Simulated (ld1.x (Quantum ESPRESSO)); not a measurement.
**Pseudopotential generation for N (Z = 7): PAW, PBE, scalar-relativistic.**

nitrogen, PAW, made with ld1.x (Quantum ESPRESSO) 7.5 (PBE, scalar-relativistic). Core [He], reference 2s2 2p3. Waves: 2s (bound): rcut 0.65, rcutus 0.80 bohr; 2s channel at 2.85 Ry: rcut 0.65, rcutus 0.80 bohr; 2p (bound): rcut 1.85, rcutus 2.40 bohr; 2p channel at 3.75 Ry: rcut 1.85, rcutus 2.40 bohr. Local part: all-electron potential smoothed inside 1.45 bohr (lloc = -1). Core correction: a·sin(br)/r model core, default radius (core density twice the valence density). Augmentation charge: BESSEL, radius 0.50 bohr.

* Cutoffs needed: 50 Ry and 70 Ry (the cutoffs (Ry, on a coarse ladder) from which the occupation-weighted sum of valence levels, in a spherical-Bessel basis at the reference potential, stays within 10 and 1 mRy of its value at 400 Ry)
* Ghost test: no extra level below or beside the all-electron valence levels (s, p, d, f tested) (spherical-Bessel basis up to 400 Ry, 20 bohr box)
* Configuration tests: test run stopped at test 3 of 7 (negative rho)
* Lowest eigenvalue of the overlap operator: 0.69 (s channel)
